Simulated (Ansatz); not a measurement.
`N[SiH](F)[O][SbH2]` + `O[SiH3]` → `[SiH3][O][SbH2]` + `N[SiH](O)F`  (ligand exchange at the Sb–O bond)

Gas-phase electronic energies from Ansatz, PBE0-D4/def2-TZVP geometries. CCSD(T)/CBS adds triple-zeta CCSD(T) − MP2 to the extrapolated MP2 energy (def2 sets, frozen cores). This one scheme is used for every species. DFT in def2-TZVPP. B3LYP here is the variant with VWN-RPA as its local correlation; programs differ in this. HSE06 is defined as in plane-wave codes. def2 core potentials past Kr. For Sb outer-core shells are correlated without core-valence functions, which leaves a few kJ/mol of doubt a bond. Each species was taken in one conformer, which may not be the lowest.

Q: Is it downhill or uphill in electronic energy at CCSD(T)/CBS, and by how much? (Best estimate.)

A: Computed: Uphill: ΔE = +0.9 kcal/mol.

Q: What do these levels give: r2SCAN-D4, B3LYP-D4, r2SCAN0-D4, ωB97M-V, PBE-QIDH, revPBE, BLYP, r2SCANh, r2SCAN0, HSE06, HF/def2-TZVPP, CCSD/def2-TZVPP? (An estimate is asked.)

A: Computed: r2SCAN-D4 1.2, B3LYP-D4 1.2, r2SCAN0-D4 0.9, ωB97M-V 1.1, PBE-QIDH 0.7, revPBE 0.6, BLYP 0.5, r2SCANh 0.9, r2SCAN0 0.7, HSE06 0.6, HF/def2-TZVPP -0.3, CCSD/def2-TZVPP 0.8 kcal/mol.

Largest T1 diagnostic among the species: 0.014.

The D4 term adds +0.8 kcal/mol with B3LYP and +0.5 kcal/mol with PBE0; it sums over pairs of atoms, weighted by their polarisabilities, and B3LYP, whose exchange is more repulsive, gets the larger term. In def2-TZVPP, CCSD(T) changes the Hartree–Fock value by +1.3 kcal/mol (the triples alone add +0.2 kcal/mol) and MP2 by +1.3 kcal/mol. Leaving LDA and LC-ωPBE aside and taking each functional with its dispersion term where it has one, the values, not all of them listed here, spread over 1.0 kcal/mol, from B2PLYP to revPBE-D4.
